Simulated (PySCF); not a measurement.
## Removing an electron from GaBr

Species: GaBr (singlet state).
Z-matrix (Å and degrees, PBE0-D3(BJ)/def2-SVP geometry), rows numbered from 1:
```
Ga
Br  1  2.3729
```

Level: wB97X-D/def2-SVPD (PySCF). Frontier orbitals with their largest atomic shares (Löwdin; up to four atoms above 4 %):

```json
{"orbital": "HOMO−3", "ε (eV)": "-13.33", "main atoms": "Br2 54 %, Ga1 46 %"}
{"orbital": "HOMO−2", "ε (eV)": "-10.13", "main atoms": "Br2 91 %, Ga1 9 %"}
{"orbital": "HOMO−1", "ε (eV)": "-10.13", "main atoms": "Br2 91 %, Ga1 9 %"}
{"orbital": "HOMO", "ε (eV)": "-9.15", "main atoms": "?"}
{"orbital": "LUMO", "ε (eV)": "-0.24", "main atoms": "Ga1 82 %, Br2 18 %"}
{"orbital": "LUMO+1", "ε (eV)": "-0.24", "main atoms": "Ga1 82 %, Br2 18 %"}
{"orbital": "LUMO+2", "ε (eV)": "1.45", "main atoms": "Ga1 85 %, Br2 15 %"}
```

What vertical ionisation energy does ΔSCF give, and how far is −ε(HOMO) from it?

ΔSCF: 9.79 eV (945 kJ/mol; threshold wavelength 127 nm); ⟨S²⟩ of the doublet left behind is 0.759, against 0.75 for a pure doublet. −ε(HOMO) is 9.16 eV, 0.63 eV below it. In exact Kohn–Sham theory the two would be equal; wB97X-D (range-separated hybrid) falls short of its own ΔSCF value by 6 %.

On which atoms does the HOMO lie?

Ga1 (gallium bonded to Br) 58 %, Br2 (bromine bonded to Ga) 42 %, so more than half of it is on one atom. The HOMO−1 lies 0.97 eV lower.

And the vertical electron affinity, the fundamental gap, Mulliken's electronegativity and the hardness (with the factor ½)?

EA = 0.00 eV by ΔSCF (−ε(LUMO) = 0.24 eV). IE − EA = 9.79 eV against an orbital gap of 8.92 eV; (IE + EA)/2 = 4.89 eV; (IE − EA)/2 = 4.89 eV. Parr's electrophilicity index (IE + EA)²/[8(IE − EA)] is 1.22 eV.

What kinetic energy would electrons from this vertical process carry with He II light (40.814 eV)?

40.81 − 9.79 = 31.02 eV.

How many of the 10 lowest singlet excitations (vertical TDDFT, same level) lie below the ionisation energy?

All 10; they run from 4.62 to 7.42 eV.

What total energies stand behind the ΔSCF value?

E(N) = -4498.63953 Eh and E(N − 1) = -4498.27968 Eh at the same geometry, 0.35985 Eh apart. With one more electron, E(N + 1) = -4498.63969 Eh.

The lowest singlet excitation (vertical TDDFT, same level) lies at 4.62 eV. How far is it below IE − EA?

IE − EA = 9.79 eV, so by 5.17 eV.

Isolated species at its PBE0-D3(BJ)/def2-SVP geometry, gas phase. The calculation is non-relativistic, for gallium and bromine too.

Note: wB97X-D ran without an empirical dispersion term, which enters the total energy and its gradient alone.
